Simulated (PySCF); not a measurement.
C10H7NS2, SMILES c1(ccc(s1)-c1c(ccs1)C#N)C, singlet, GFN2-xTB optimised geometry.

```
20

C      1.02    -4.02     0.04
C      1.02    -2.54     0.02
C      2.08    -1.69    -0.02
C      1.72    -0.33    -0.03
C      0.36    -0.13     0.00
C     -0.37     1.09     0.00
S     -2.10     1.09     0.00
C     -2.15     2.81     0.00
C     -0.92     3.36     0.00
C      0.12     2.39     0.00
C      1.47     2.76     0.00
N      2.56     3.11     0.01
S     -0.48    -1.66     0.04
H      0.52    -4.40     0.93
H      2.05    -4.39     0.03
H      0.50    -4.42    -0.83
H      3.10    -2.03    -0.03
H      2.44     0.47    -0.05
H     -3.10     3.31     0.00
H     -0.73     4.42     0.00
```

Density from PySCF with B3LYP/def2-SVP at that geometry.

Minimum of the electron density along straight lines between bonded atoms, close to the bond critical point (lines longer than 1.1 times the sum of covalent radii, or with two minima, are not listed):

| bond | length / Å | ρ at the minimum / e bohr⁻³ | ∇²ρ there / e bohr⁻⁵ | position (fraction from the first atom) |
|---|---|---|---|---|
| C1–C2 | 1.485 | 0.260 | … | 0.48 |
| C2–C3 | 1.364 | 0.323 | -0.82 | 0.51 |
| C3–C4 | 1.405 | 0.302 | -0.76 | 0.50 |
| C4–C5 | 1.373 | 0.316 | -0.79 | 0.48 |
| C5–C6 | 1.426 | 0.289 | -0.72 | 0.49 |
| C6–S7 | 1.736 | 0.212 | -0.46 | 0.48 |
| S7–C8 | 1.722 | 0.216 | -0.47 | 0.53 |
| C8–C9 | 1.353 | 0.328 | -0.84 | 0.51 |
| C6–C10 | 1.388 | 0.307 | -0.74 | 0.51 |
| C9–C10 | 1.421 | 0.292 | -0.71 | 0.49 |
| C10–C11 | 1.402 | 0.292 | -0.77 | 0.47 |
| C11–N12 | 1.148 | 0.476 | … | 0.34 |
| C2–S13 | 1.731 | 0.213 | -0.45 | 0.47 |
| C5–S13 | 1.746 | 0.207 | -0.43 | 0.47 |
| C1–H14 | 1.090 | 0.276 | -1.02 | 0.63 |
| C1–H15 | 1.087 | 0.278 | -1.04 | 0.63 |
| C1–H16 | 1.090 | 0.276 | -1.02 | 0.63 |
| C3–H17 | 1.075 | 0.285 | -1.09 | 0.63 |
| C4–H18 | 1.074 | 0.288 | -1.14 | 0.64 |
| C8–H19 | 1.072 | 0.287 | -1.13 | 0.64 |
| C9–H20 | 1.075 | 0.286 | -1.12 | 0.64 |

### Question
What belongs in the gaps?

### Answer

- C1–C2, ∇²ρ there / e bohr⁻⁵: -0.62
- C11–N12, ∇²ρ there / e bohr⁻⁵: 0.40
